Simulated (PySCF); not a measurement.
**GeF₄: from structure and modes to constants**

These are results of PBE0 in PySCF with Ge def2-TZVP, F def2-TZVP; no relativity; density-fitted integrals, not measurements.

The singlet minimum has Td symmetry. Masses (u): Ge 73.92118, F 18.99840.

```xyz
5
charge 0 multiplicity 1, angstrom
Ge    0.0000    0.0000    0.0000
F     1.3813    0.0000   -0.9767
F     0.0000    1.3813    0.9767
F    -1.3813    0.0000   -0.9767
F     0.0000   -1.3813    0.9767
```

Harmonic wavenumbers (cm⁻¹): 198.3 (e, ×2), 267.0 (t2, ×3), 730.9 (a1, ×1), 797.3 (t2, ×3).

Q: Find the principal moments of inertia and the rotational constants. What kind of rotor is it?

A: About the centre of mass I = 144.99, 144.99, 144.99 u Å². With B = 16.8576/I this gives 0.1163, 0.1163, 0.1163 cm⁻¹. The molecule is a spherical top.

Q: What is the harmonic zero-point energy?

A: Half the sum of all 9 wavenumbers, 4320/2 = 2160 cm⁻¹, which is 25.8 kJ/mol (1 cm⁻¹ = 0.0119627 kJ/mol).

Q: Give the standard entropy (298.15 K, 1 bar) by its translational, rotational, vibrational and spin parts, and Cp.

A: Sackur–Tetrode with M = 149.91 u gives 171.3; rotation with symmetry number 12 gives 89.9; vibration 42.0; spin R ln 1 = 0.0. The total is 303.3 J/(mol K), and Cp = 4 R + 48.6 = 81.9 J/(mol K).
